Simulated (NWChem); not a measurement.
# C$_{2}$H$_{6}$Mg; SMILES [CH3][Mg][CH3]

Program: NWChem. Pople sets run with spherical d functions. All runs use the structure optimised with PBE0/def2-SVP. Level TPSS/6-31G*: single points from the atomic guess with DIIS by default; each run changes one setting, and all converged runs end within 0.3 mHa of each other.

```json
[
 {"setting": "defaults", "SCF iterations": "6"},
 {"setting": "occupation smearing of 0.005 Ha", "SCF iterations": "6"},
 {"setting": "70 % damping for 30 cycles", "SCF iterations": "28"},
 {"setting": "DIIS on 20 Fock matrices", "SCF iterations": "6"},
 {"setting": "no level shifting", "SCF iterations": "6"}
]
```
